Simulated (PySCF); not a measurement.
Field gradients from PBE0/pcSseg-1 densities (PySCF, non-relativistic) at PBE0-D3(BJ)/def2-SVP geometries, isolated species, one conformer each; χzz is the principal value of largest magnitude, with Q(11B) = 0.04059 b, Q(14N) = 0.02044 b. A larger basis could move these couplings by a tenth or more.

Question: These 11B couplings (χzz in MHz, η) are listed in rising order: (2.329, 0.03); (2.453, 0.09); (3.296, 0.26); (4.144, 0.15); (4.587, 0.28); (4.789, 0.71). Assign them to: the four-coordinate boron of `C=C(C)[B@@H-](C)[NH3+]`; the three-coordinate boron of `CC(C)(C)BBr`; the three-coordinate boron of `N[SiH2]B(O)O`; the four-coordinate boron of `[BH3-][N@@H+](C)C1CC1`; the three-coordinate boron of `CC(C)(C)BN`; the three-coordinate boron of `CB(P)[AsH2]`.

Answer: 2.329 MHz, η 0.03: the four-coordinate boron of `[BH3-][N@@H+](C)C1CC1`; 2.453 MHz, η 0.09: the four-coordinate boron of `C=C(C)[B@@H-](C)[NH3+]`; 3.296 MHz, η 0.26: the three-coordinate boron of `N[SiH2]B(O)O`; 4.144 MHz, η 0.15: the three-coordinate boron of `CC(C)(C)BN`; 4.587 MHz, η 0.28: the three-coordinate boron of `CB(P)[AsH2]`; 4.789 MHz, η 0.71: the three-coordinate boron of `CC(C)(C)BBr`.

Question: Rank these 14N sites by the size of the quadrupole coupling, smallest first.
A. The nitrogen bonded to B, 2 C and H of `[BH3-][N@@H+](C)C1CC1`
B. The nitrogen bonded to B and 3 H of `[NH3+][BH2-]C1CCC1`
C. The amide nitrogen of `O=CN[SiH]1C[SiH2]C1`
D. The boron-bound nitrogen of `CNBC(C)C`
E. The nitrile nitrogen of `N#Cc1cccs1`

Answer: B (2.404 MHz), A (2.885 MHz), D (3.031 MHz), C (3.275 MHz), E (4.457 MHz).

All sites together:

```
nucleus                                                          site  Vzz (au)     η  χzz (MHz)
    11B           the four-coordinate boron of C=C(C)[B@@H-](C)[NH3+]     0.257  0.09      2.453
    11B                     the three-coordinate boron of CC(C)(C)BBr     0.502  0.71      4.789
    11B                    the three-coordinate boron of N[SiH2]B(O)O     0.346  0.26      3.296
    11B            the four-coordinate boron of [BH3-][N@@H+](C)C1CC1     0.244  0.03      2.329
    11B                      the three-coordinate boron of CC(C)(C)BN     0.435  0.15      4.144
    11B                     the three-coordinate boron of CB(P)[AsH2]     0.481  0.28      4.587
    14N  the nitrogen bonded to B, 2 C and H of [BH3-][N@@H+](C)C1CC1    -0.601  0.17     -2.885
    14N                            the nitrile nitrogen of N#Cc1cccs1    -0.928  0.26     -4.457
    14N        the nitrogen bonded to B and 3 H of [NH3+][BH2-]C1CCC1    -0.501  0.03     -2.404
    14N                          the boron-bound nitrogen of CNBC(C)C    -0.631  0.85     -3.031
    14N                     the amide nitrogen of O=CN[SiH]1C[SiH2]C1    -0.682  0.51     -3.275
```
